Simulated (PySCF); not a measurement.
Mo(NH)Br4 (singlet state).
Geometry (PBE0-D3(BJ)/def2-SVP, Å), atoms numbered from 1 in this order:
```
atom  x, y, z in Å
Mo1    0.0182   -0.0480   -0.3180
N2    -0.0062    0.1088    1.3416
H3    -0.0202    0.2129    2.3562
Br4    2.4288   -0.0864   -0.8268
Br5    0.0227    2.2863   -1.0768
Br6   -2.3782   -0.0924   -0.8852
Br7    0.0267   -2.4832   -0.6595
```

Theory: PBE0-D3(BJ)/def2-SVP geometry optimisation, gas phase, def2 core potentials past Kr in PySCF.

(1) Which atoms are bound to Mo1, and at what distances?

(2) List the angles at Mo1.

(3) What is the shape at Mo1?

(4) What are the other bond lengths?

(5) What are the rotational constants (commonest isotopes, rigid rotor)?

Answers

(1) 5 atoms: N2 1.667 Å, Br5 2.455 Å, Br7 2.459 Å, Br6 2.463 Å, Br4 2.464 Å. The nearest atom not counted as bound is H3, at 2.69 Å.

(2) 
```json
{"angle": "Br4–Mo1–Br6", "degrees": "154.7", "distance of the outer atoms (Å)": "4.81"}
{"angle": "Br5–Mo1–Br7", "degrees": "154.0", "distance of the outer atoms (Å)": "4.79"}
{"angle": "N2–Mo1–Br7", "degrees": "103.4", "distance of the outer atoms (Å)": "3.27"}
{"angle": "N2–Mo1–Br4", "degrees": "102.8", "distance of the outer atoms (Å)": "3.27"}
{"angle": "N2–Mo1–Br5", "degrees": "102.6", "distance of the outer atoms (Å)": "3.25"}
{"angle": "N2–Mo1–Br6", "degrees": "102.5", "distance of the outer atoms (Å)": "3.26"}
{"angle": "Br6–Mo1–Br7", "degrees": "87.3", "distance of the outer atoms (Å)": "3.40"}
{"angle": "Br4–Mo1–Br7", "degrees": "87.3", "distance of the outer atoms (Å)": "3.40"}
{"angle": "Br4–Mo1–Br5", "degrees": "87.1", "distance of the outer atoms (Å)": "3.39"}
{"angle": "Br5–Mo1–Br6", "degrees": "87.0", "distance of the outer atoms (Å)": "3.39"}
```

(3) Square pyramidal: τ5 = (β − α)/60° = 0.01 from the two widest angles, 154.7° and 154.0° (0 for a square pyramid, 1 for a trigonal bipyramid). Differences among atoms that C4v makes equivalent are scatter left by the optimiser.

(4) N2–H3 1.020 Å.

(5) A = 508.0, B = 504.2, C = 278.2 MHz: an oblate symmetric top.

Point group: C4v (tolerance 0.08 Å). Charge 0, singlet. Not checked by PBE0-D3(BJ)/def2-SVP frequencies.

Hardware: Intel Xeon at 2.50 GHz, one thread, shared host with 64 logical CPUs at a one-minute load of 63. Cost: 17 min, 1.2 GiB resident at most. This is the geometry optimisation.
